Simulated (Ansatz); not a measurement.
A run for Ansatz (a quantum-chemistry and plane-wave program): U-CCSD(T)/cc-pV(T+d)Z on AlN, 2S+1 = 3, a point of a bond scan (R = 1.613 Å). Files ending in .json are basis or fitting sets from the Basis Set Exchange.

Ansatz 0.2 input:
```yaml
crystal:
  periodic: [false, false, false]
  atoms:
    - {symbol: Al, position_ang: [-0.00000000, -0.00000000, -0.62738212]}
    - {symbol: N, position_ang: [0.00000000, 0.00000000, 0.98588619]}
basis:
  gaussian:
    orbitals: cc-pV_T+d_Z.json
magnetization: {spin_polarized: true, initial_magnetization: 2}
correlation: {method: ccsd_t, electrons: outside_noble_gas}
scf: {omitted_lower_state_checks: [cluster_reference]}
```

The head of its log:

```
Functional definition: HF
[...]
these checks for a lower state are left out or cut short: cluster_reference
integrals: 0.06 GiB planned
419 factors; integrals over basis functions are off by at most 2.0e-3 eV
mean field: 0.12 GiB planned
mean field evaluation 1: about -8058.9824 eV, gradient 2.2e1 eV
mean field evaluation 2: about -8059.0376 eV, gradient 2.2e1 eV
mean field evaluation 4: about -8061.8298 eV, gradient 2.4e0 eV
mean field evaluation 8: about -8062.1358 eV, gradient 8.4e-1 eV
mean field evaluation 16: about -8062.2040 eV, gradient 2.6e-4 eV
mean field evaluation 32: about -8062.3081 eV, gradient 1.8e-6 eV
mean field evaluation 64: about -8062.1730 eV, gradient 1.0e0 eV
mean field evaluation 96: about -8062.3037 eV, gradient 1.5e-1 eV
mean field evaluation 128: about -8060.0002 eV, gradient 8.5e0 eV
mean field evaluation 160: about -8059.0380 eV, gradient 2.2e1 eV
mean field evaluation 192: about -8062.2035 eV, gradient 9.6e-2 eV
mean field -8062.30811183 eV, -296.2843582809 hartree, gradient 2.7e-6 eV, S^2 2.195614; 14 other end points of the search recorded, 0 dependent functions left out
6 core orbitals not correlated
reference -8062.30811183 eV, -296.2843582809 hartree; 5, 3 occupied and 58, 60 virtual orbitals, 419 factors
```

Predict the final total energy.

-296.5105 hartree (reference determinant -296.2844, T1 diagnostic 0.188). Its determinant has ⟨S²⟩ = 2.20, a mixture of spin states.
